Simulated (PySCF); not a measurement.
# What a mistake does to a calculation on CH8OSi2

Calculated results; nothing here was measured. They come from PySCF 2.14.0, an open-source quantum chemistry program, on an isolated molecule that a program drew, which may never have been made. The molecule is CH8OSi2 (charge 0, singlet), drawn as the SMILES string `OC[SiH2][SiH3]`.

Each row is a Hartree-Fock (HF) and frozen-core CCSD(T) single point in the cc-pV(D+d)Z basis, meant for a local HF minimum. Run 1 is clean. Each other run has one planted mistake out of seven kinds, and not every kind appears here: one electron removed, one electron added, multiplicity raised by two, geometry at a saddle point, minimal basis STO-3G, one bond length entered in bohr, all coordinates scaled. The reference is restricted for singlets and unrestricted otherwise, and also for a bond in bohr. Adding or removing an electron swaps singlet and doublet. Electrons count all cores. HOMO and LUMO are orbital energies over both spins, the gradient is its largest component, and the lowest frequency (negative if imaginary) is given only where the gradient is small. Bond lengths are over the 11 bonds as drawn. T1 is the CCSD diagnostic: over 0.02 (restricted) or 0.045 (unrestricted) a single reference is doubtful.

Geometry of the clean run:
```xyz
12
CH8OSi2, angstrom
O    -0.4746    0.3198   -2.0152
C     0.7499   -0.3846   -2.0821
Si    0.8571   -1.7731   -0.7800
Si    0.6970   -0.9088    1.4208
H    -0.4797    0.8773   -1.2520
H     0.7943   -0.8306   -3.0776
H     1.6089    0.2938   -2.0141
H    -0.2406   -2.7445   -1.0045
H     2.1558   -2.4818   -0.9258
H     1.8541   -0.0241    1.7098
H    -0.5415   -0.1033    1.5743
H     0.6746   -2.0046    2.4191
```

| run | electrons | basis functions | <S^2> | HOMO (eV) | LUMO (eV) | gradient (hartree/bohr) | lowest frequency (cm^-1) | mean bond (Å) | longest bond (Å) | T1 | HF (hartree) | CCSD(T) (hartree) | mistake |
|---|---|---|---|---|---|---|---|---|---|---|---|---|---|
| 1 | 50 | 114 | 0.000 | -10.62 | 3.33 | 1.4e-05 | 72 | 1.4770 | 2.370 | 0.0116 | -695.24331 | -695.85957 | no fault |
| 2 | 50 | 114 | 0.000 | -10.68 | 3.57 | 6.1e-02 | - | 1.3987 | 2.244 | 0.0113 | -695.20899 | -695.81823 | all coordinates scaled |
| 3 | 51 | 114 | 0.759 | 2.34 | 8.79 | 5.4e-02 | - | 1.4770 | 2.370 | 0.0165 | -695.13831 | -695.77681 | ? |
| 4 | 49 | 114 | 0.766 | -15.48 | -6.79 | 4.9e-02 | - | 1.4770 | 2.370 | 0.0452 | -694.91032 | -695.50879 | ? |

**Which mistake was planted in run 3, and what did it cost?**

It counts 51 electrons, one more than the clean run, at the same geometry and basis. So the mistake is: one electron added. Subtracting run 1 and multiplying by 627.51 kcal/mol a hartree, the energy moved by 65.9 kcal/mol in HF and 51.9 kcal/mol in CCSD(T).

**Which mistake was planted in run 4, and what did it cost?**

It counts 49 electrons, one fewer than the clean run, at the same geometry and basis. So the mistake is: one electron removed. Subtracting run 1 and multiplying by 627.51 kcal/mol a hartree, the energy moved by 209.0 kcal/mol in HF and 220.1 kcal/mol in CCSD(T).

Cautions from the logs. Run 3: the HOMO is above zero, so the electron isn't bound and the energy depends on the basis; run 4: T1 is over the limit, so its CCSD(T) energy is less reliable.
